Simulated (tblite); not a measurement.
Compound: C₃H₉F₂GaS.
Bonds: C1–Ga2, Ga2–S3, S3–C4, C4–F5, S3–C6, C6–F7. Hydrogens: H8, H9, H10 on C1; H11, H12 on Ga2; H13, H14 on C4; H15, H16 on C6.

Computed with GFN2-xTB (tblite), gas phase: L-BFGS steps from a force-field or distance-geometry start until the largest atomic force falls under 0.01 eV/Å.

Step 36: E = -677.0790 eV
```
atom  x, y, z in Å  |  force x, y, z in eV/Å
C1      1.8583   -0.5795    0.6246    0.089   0.059  -0.037
Ga2     1.2289    0.9477   -0.5385    0.028  -0.011  -0.026
S3     -1.3405    0.8098   -0.8431    0.030  -0.010  -0.035
C4     -1.6501    0.7339    0.9430   -0.026  -0.045  -0.015
F5     -2.8997    0.2599    1.1775    0.046   0.020   0.034
C6     -1.0308   -0.9622   -1.1495   -0.042  -0.062  -0.121
F7      0.0861   -1.0667   -1.9325   -0.162   0.045   0.126
H8      2.8740   -0.2444    0.8779    0.011  -0.138   0.059
H9      1.3627   -0.7556    1.5878   -0.042   0.066  -0.077
H10     1.9707   -1.5439    0.1189   -0.004   0.008  -0.009
H11     1.1118    2.3035    0.2386   -0.085   0.066   0.055
H12     1.6317    1.1761   -2.0123   -0.024  -0.048  -0.016
H13    -0.9386    0.0475    1.4121    0.039   0.066   0.103
H14    -1.5754    1.7471    1.3450   -0.016   0.030   0.000
H15    -0.8070   -1.4491   -0.1965   -0.077  -0.102  -0.031
H16    -1.8894   -1.4153   -1.6642    0.236   0.055  -0.009
```

Step 37: E = -677.0856 eV
```
atom  x, y, z in Å  |  force x, y, z in eV/Å
C1      1.8501   -0.5873    0.6233    0.083   0.069  -0.040
Ga2     1.2238    0.9448   -0.5433    0.053  -0.009  -0.028
S3     -1.3582    0.8028   -0.8414    0.040  -0.001  -0.037
C4     -1.6513    0.7378    0.9498    0.015  -0.001  -0.058
F5     -2.8920    0.2553    1.2029    0.000   0.013   0.034
C6     -1.0250   -0.9656   -1.1540   -0.069   0.034  -0.033
F7      0.1096   -1.0535   -1.9085   -0.101   0.009   0.046
H8      2.8658   -0.2578    0.8781    0.056  -0.096   0.061
H9      1.3565   -0.7591    1.5894   -0.050   0.050  -0.118
H10     1.9651   -1.5518    0.1168   -0.044   0.027   0.011
H11     1.1167    2.3071    0.2250   -0.101   0.058   0.084
H12     1.6244    1.1900   -2.0181   -0.028  -0.078  -0.001
H13    -0.9285    0.0647    1.4168    0.076   0.025   0.120
H14    -1.5779    1.7563    1.3404   -0.031   0.010  -0.010
H15    -0.8227   -1.4521   -0.1982   -0.057  -0.143   0.016
H16    -1.8639   -1.4227   -1.6903    0.158   0.033  -0.046
```

Step 38: E = -677.0902 eV
```
atom  x, y, z in Å  |  force x, y, z in eV/Å
C1      1.8498   -0.5897    0.6226    0.062   0.056  -0.046
Ga2     1.2248    0.9451   -0.5451    0.054  -0.002  -0.020
S3     -1.3661    0.7977   -0.8406    0.037   0.015  -0.009
C4     -1.6525    0.7392    0.9531    0.049   0.041  -0.064
F5     -2.8887    0.2556    1.2166   -0.048  -0.013   0.028
C6     -1.0239   -0.9685   -1.1566   -0.079   0.102   0.082
F7      0.1143   -1.0469   -1.8975    0.066  -0.015  -0.057
H8      2.8653   -0.2686    0.8816    0.093  -0.062   0.061
H9      1.3536   -0.7593    1.5879   -0.058   0.045  -0.127
H10     1.9632   -1.5549    0.1159   -0.063   0.038   0.013
H11     1.1183    2.3119    0.2181   -0.107   0.042   0.093
H12     1.6208    1.1974   -2.0211   -0.027  -0.092   0.000
H13    -0.9251    0.0749    1.4238    0.095  -0.001   0.109
H14    -1.5811    1.7607    1.3368   -0.028   0.014  -0.018
H15    -0.8319   -1.4597   -0.2025   -0.050  -0.149   0.064
H16    -1.8483   -1.4261   -1.7043    0.005  -0.018  -0.109
```

Task: Estimate the geometry and energy of step 39. (The exact step hangs on the optimiser's Hessian estimate; all steps are aligned on step 38, rigid shifts and turns removed.)

Result: E = -677.0958 eV, largest force 0.153 eV/Å
```
atom  x, y, z in Å  |  force x, y, z in eV/Å
C1      1.8404   -0.5936    0.6174    0.055   0.039  -0.027
Ga2     1.2209    0.9431   -0.5516    0.056   0.033   0.015
S3     -1.3829    0.7914   -0.8403    0.041  -0.013   0.046
C4     -1.6498    0.7428    0.9583    0.055   0.056  -0.021
F5     -2.8787    0.2517    1.2441   -0.028  -0.021  -0.002
C6     -1.0196   -0.9696   -1.1575   -0.040   0.080   0.105
F7      0.1395   -1.0325   -1.8692    0.077  -0.045  -0.078
H8      2.8559   -0.2786    0.8789    0.129  -0.041   0.071
H9      1.3433   -0.7616    1.5826   -0.063   0.051  -0.127
H10     1.9518   -1.5607    0.1137   -0.069   0.045   0.003
H11     1.1215    2.3139    0.2128   -0.116   0.015   0.087
H12     1.6137    1.2024   -2.0265   -0.022  -0.092  -0.013
H13    -0.9103    0.0948    1.4363    0.071   0.007   0.048
H14    -1.5860    1.7696    1.3308   -0.024   0.007  -0.033
H15    -0.8512   -1.4717   -0.2031   -0.056  -0.111   0.029
H16    -1.8160   -1.4328   -1.7380   -0.065  -0.010  -0.101
```

The energy changes by -0.0056 eV. The first-order estimate −F·Δx gives -0.0082 eV and the mean of the old and new forces, exact on a quadratic surface, -0.0055 eV. The step makes an angle of 77° with the force vector and moves no atom by more than 0.047 Å.

What follows is the cost of the whole relaxation. The run took 1.0 s wall on an Arm Neoverse V1 with one thread, shared host.
